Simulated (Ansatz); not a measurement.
`N[SiH](F)CF` + `[F][GeH2][AlH2]` → `FC[SiH](F)[AlH2]` + `[NH2][GeH2][F]`  (redistribution)

Computed with Ansatz on PBE0-D4/def2-TZVP structures; ΔE is electronic, products minus reactants. CCSD(T)/CBS is the MP2 limit (def2-TZVPP, def2-QZVPP) plus CCSD(T) − MP2 in def2-TZVPP, frozen cores. Functionals use def2-TZVPP. B3LYP here is the variant with VWN-RPA as its local correlation; programs differ in this. HSE06 is defined as in plane-wave codes. For Ge outer-core shells are correlated without core-valence functions, which leaves a few kJ/mol of doubt a bond. Scalar relativity is left out up to krypton. One conformer a species, not always the lowest.

`N[SiH](F)CF`:

Z-matrix (Å, degrees):
```
Si
F 1 1.605
C 1 1.885 2 107.5
N 1 1.691 2 114.6 3 -118.4
H 1 1.481 2 105.3 3 120.2
F 3 1.397 1 109.5 2 -84.0
H 3 1.095 1 112.3 2 35.9
H 3 1.095 1 111.0 2 157.0
H 4 1.006 1 122.9 2 -71.7
H 4 1.007 1 120.0 2 81.9
```

`[F][GeH2][AlH2]`:

Z-matrix (Å, degrees):
```
Ge
Al 1 2.493
F 1 1.758 2 108.2
H 1 1.545 2 115.6 3 -116.7
H 1 1.546 2 115.7 3 116.7
H 2 1.583 1 120.5 3 0.2
H 2 1.587 1 118.2 3 180.0
```

`FC[SiH](F)[AlH2]`:

```xyz
10

F    -1.896   -1.942    0.457
C    -0.657   -1.322    0.556
Si   -0.544    0.213   -0.546
F    -0.610   -0.258   -2.085
Al    1.520    1.511   -0.106
H     0.112   -2.059    0.298
H    -0.499   -1.032    1.603
H    -1.773    1.019   -0.288
H     2.409    2.077   -1.291
H     1.938    1.794    1.402
```

`[NH2][GeH2][F]`:

Cartesian coordinates in Å:
```
N 0.615 -0.270 -0.940
Ge -0.536 0.023 0.428
F 0.198 0.993 1.689
H 0.891 0.542 -1.472
H 1.427 -0.830 -0.727
H -0.876 -1.311 1.097
H -1.720 0.852 -0.076
```

Q: Is it downhill or uphill in electronic energy at CCSD(T)/CBS, and by how much? (Best estimate.)

A: The calculation gave: Uphill: ΔE = +84.2 kJ/mol.

Q: What do these levels give: r2SCAN-D4, B3LYP-D4, r2SCAN0-D4, CAM-B3LYP-D4, B2PLYP, r2SCAN0, HSE06, LC-ωPBE, RPA@PBE/def2-TZVPP, MP2/def2-SVP, SCS-MP2/def2-TZVPP, MP2/CBS(def2)? (An estimate is asked.)

A: Ansatz gave: r2SCAN-D4 86.1, B3LYP-D4 87.7, r2SCAN0-D4 88.1, CAM-B3LYP-D4 89.1, B2PLYP 85.9, r2SCAN0 88.1, HSE06 81.6, LC-ωPBE 82.7, RPA@PBE/def2-TZVPP 79.1, MP2/def2-SVP 77.2, SCS-MP2/def2-TZVPP 82.1, MP2/CBS(def2) 86.3 kJ/mol.

Largest T1 diagnostic among the species: 0.012.

In def2-TZVPP, CCSD(T) changes the Hartree–Fock value by −6.1 kJ/mol (the triples alone add −1.8 kJ/mol) and MP2 by −4.0 kJ/mol. From PBE to PBE0 (25 % exact exchange), in def2-TZVPP and without D4, ΔE moves by +3.6 kJ/mol.
